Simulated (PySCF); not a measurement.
B3LYP has the VWN-RPA correlation part, as in Gaussian. Delta-SCF ions had no search for a lower state. Excitations are Tamm–Dancoff values on a coarser integration grid. The basis has no diffuse functions, so Rydberg states are missing or too high.

Z-matrix (Å, degrees):
```
O
H 1 0.9712
C 1 1.4756 2 111.62
H 3 1.0864 1 105.60 2 168.99
H 3 1.0870 4 111.03 1 114.45
H 3 1.0888 4 112.23 5 126.86
C 1 1.4756 2 111.62 3 -132.75
H 7 1.0864 1 105.60 2 -168.99
H 7 1.0870 8 111.03 1 -114.45
H 7 1.0888 8 112.23 9 -126.86
```
Charge +1, spin multiplicity 1.

Give the S1–T1 gap (TDA), HOMO, LUMO, hole reorganisation energy (four-point) and vertical ionisation energy (Delta-SCF) at the level B3LYP-D3(BJ)/def2-TZVP // PBE0-D4/def2-TZVP in PySCF 2.14.0.


```
Item                                            Value
---------------------------------------  ------------
S1–T1 gap (TDA)                               0.56 eV
HOMO                                        -15.85 eV
LUMO                                         -5.93 eV
hole reorganisation energy (four-point)  137.2 kJ/mol
vertical ionisation energy (Delta-SCF)       18.66 eV
```
